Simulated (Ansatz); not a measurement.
Consider the substitution at a C–S bond: `BCSC[SiH3]` + `[NH2][GeH3]` → `BC[NH][GeH3]` + `[SiH3]CS`.

Calculated with Ansatz (gas phase, PBE0-D4/def2-TZVP geometries, no zero-point term in ΔE). CCSD(T)/CBS adds triple-zeta CCSD(T) − MP2 to the extrapolated MP2 energy (def2 sets, frozen cores). Functionals use def2-TZVPP. B3LYP here is the variant with VWN-RPA as its local correlation; programs differ in this. For Ge outer-core shells are correlated without core-valence functions, which leaves a few kJ/mol of doubt a bond. Scalar relativity is left out up to krypton. One conformer a species, not always the lowest.

```json
{"level": "PBE-D4", "ΔE (kcal/mol)": "7.6", "difference from CCSD(T)/CBS": "-3.7"}
{"level": "r2SCAN-D4", "ΔE (kcal/mol)": "9.1", "difference from CCSD(T)/CBS": "-2.2"}
{"level": "PBE0-D4", "ΔE (kcal/mol)": "9.1", "difference from CCSD(T)/CBS": "-2.2"}
{"level": "B3LYP-D4", "ΔE (kcal/mol)": "10.0", "difference from CCSD(T)/CBS": "-1.3"}
{"level": "ωB97X-V", "ΔE (kcal/mol)": "10.8", "difference from CCSD(T)/CBS": "-0.5"}
{"level": "ωB97M-V", "ΔE (kcal/mol)": "10.2", "difference from CCSD(T)/CBS": "-1.1"}
{"level": "B2PLYP", "ΔE (kcal/mol)": "10.4", "difference from CCSD(T)/CBS": "-0.9"}
{"level": "PBE", "ΔE (kcal/mol)": "7.1", "difference from CCSD(T)/CBS": "-4.2"}
{"level": "r2SCAN", "ΔE (kcal/mol)": "8.9", "difference from CCSD(T)/CBS": "-2.4"}
{"level": "PBE0", "ΔE (kcal/mol)": "8.7", "difference from CCSD(T)/CBS": "-2.6"}
{"level": "B3LYP", "ΔE (kcal/mol)": "9.2", "difference from CCSD(T)/CBS": "-2.1"}
{"level": "HF/def2-TZVPP", "ΔE (kcal/mol)": "14.0", "difference from CCSD(T)/CBS": "2.7"}
{"level": "MP2/def2-TZVPP", "ΔE (kcal/mol)": "11.6", "difference from CCSD(T)/CBS": "0.3"}
{"level": "SCS-MP2/def2-TZVPP", "ΔE (kcal/mol)": "12.0", "difference from CCSD(T)/CBS": "0.7"}
{"level": "CCSD/def2-TZVPP", "ΔE (kcal/mol)": "11.2", "difference from CCSD(T)/CBS": "-0.1"}
{"level": "CCSD(T)/def2-TZVPP", "ΔE (kcal/mol)": "10.7", "difference from CCSD(T)/CBS": "-0.6"}
{"level": "HF/def2-QZVPP", "ΔE (kcal/mol)": "13.9", "difference from CCSD(T)/CBS": "2.6"}
{"level": "MP2/def2-QZVPP", "ΔE (kcal/mol)": "12.0", "difference from CCSD(T)/CBS": "0.7"}
{"level": "SCS-MP2/def2-QZVPP", "ΔE (kcal/mol)": "12.3", "difference from CCSD(T)/CBS": "1.0"}
{"level": "HF/CBS(def2)", "ΔE (kcal/mol)": "13.9", "difference from CCSD(T)/CBS": "2.6"}
{"level": "MP2/CBS(def2)", "ΔE (kcal/mol)": "12.2", "difference from CCSD(T)/CBS": "0.9"}
{"level": "CCSD/CBS(def2)", "ΔE (kcal/mol)": "11.7", "difference from CCSD(T)/CBS": "0.4"}
{"level": "CCSD(T)/CBS", "ΔE (kcal/mol)": "11.3", "difference from CCSD(T)/CBS": "0"}
```

Largest T1 diagnostic among the species: 0.012.

From PBE to PBE0 (25 % exact exchange), in def2-TZVPP and without D4, ΔE moves by +1.6 kcal/mol. In def2-TZVPP, CCSD(T) changes the Hartree–Fock value by −3.3 kcal/mol (the triples alone add −0.5 kcal/mol) and MP2 by −2.3 kcal/mol. The D4 term adds +0.7 kcal/mol with B3LYP and +0.4 kcal/mol with PBE0; it sums over pairs of atoms, weighted by their polarisabilities, and B3LYP, whose exchange is more repulsive, gets the larger term.
